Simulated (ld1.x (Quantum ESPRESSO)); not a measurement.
What one change does to a pseudopotential (Te, TM)

```json
{
 "Element": "Te",
 "Generator": "ld1.x (Quantum ESPRESSO) 7.5",
 "Type": "norm-conserving Troullier–Martins (Kleinman–Bylander form)",
 "Functional": "BLYP",
 "Relativity": "scalar-relativistic",
 "Frozen core": "[Kr]",
 "Valence charge": "16",
 "Reference configuration": "4d10 5s1 5p5",
 "Partial waves": "5s (bound): rc 1.80 bohr; 4d (bound): rc 0.90 bohr; 5p (bound): rc 1.75 bohr",
 "Local potential": "the p channel",
 "Core correction": "a·sin(br)/r model core inside 0.70 bohr"
}
```

Change: local potential all-electron potential smoothed inside 1.60 bohr (lloc = -2).

Cutoffs: the cutoffs (Ry, on a coarse ladder) from which the occupation-weighted sum of valence levels, in a spherical-Bessel basis at the reference potential, stays within 10 and 1 mRy of its value at 400 Ry; they do not see the model core or the augmentation charge, which bear on the density cutoff. Errors are all-electron minus pseudo energies relative to the spin-unpolarised reference configuration.

**Question.** What does the change do?

**Answer.** The potential gets neither clearly harder nor softer (140 Ry and 160 Ry → 140 Ry and 160 Ry); the bound ghost in s disappears; of the 7 tests that both files solve, the error grows in 1 and shrinks in 4 by more than 15 % and 0.3 meV (median size 3.9 → 2.7 meV); the range in which the s phases agree narrows (upper end at the end of the scan → 0.3); the range in which the p phases agree narrows (upper end 2.2 → 0.6). In the separable form a ghost depends on how the local part lies against the semilocal potential of the channel, so the choice of the local part can create or remove one.

| quantity | base | changed |
| --- | --- | --- |
| cutoff, loose | 140 Ry | 140 Ry |
| cutoff, tight | 160 Ry | 160 Ry |
| loose cutoff by channel (10 mRy a level) | s 18 Ry, d 100 Ry, p 25 Ry | s 15 Ry, p 25 Ry, d 100 Ry |
| bound ghosts | s | none |
| error for 4d10 5s2 5p4, meV [ΔE -9.31 eV] | -0.2 | +2.1 |
| error for 4d10 5s2 5p3, meV [ΔE 0.27 eV] | -2.8 | -2.5 |
| error for 4d10 5s2 5p2, meV [ΔE 18.08 eV] | -3.9 | +2.7 |
| error for 4d10 5s0 5p6, meV [ΔE 9.52 eV] | -0.6 | +0.7 |
| error for 4d9 5s2 5p5, meV [ΔE 28.90 eV] | -519 | -224 |
| error for 4d9 5s2 5p4, meV [ΔE 39.71 eV] | -481 | -127 |
| error for 4d10 5s2 5p0, meV [ΔE 81.50 eV] | -52 | +28 |
| s: phases at 1.95 bohr within 0.05 rad from the reference energy up to (Ry; the scan ends near 5) | to the end of the scan | 0.3 |
| p: phases at 1.95 bohr within 0.05 rad from the reference energy up to (Ry; the scan ends near 5) | 2.2 | 0.6 |
| d: phases at 1.95 bohr within 0.05 rad from the reference energy up to (Ry; the scan ends near 5) | -0.6 | 1.1 |

 A true bound ghost makes a file unfit for plane-wave use even where its test errors are small: the radial tests pick states by their node count and pass the ghost by.
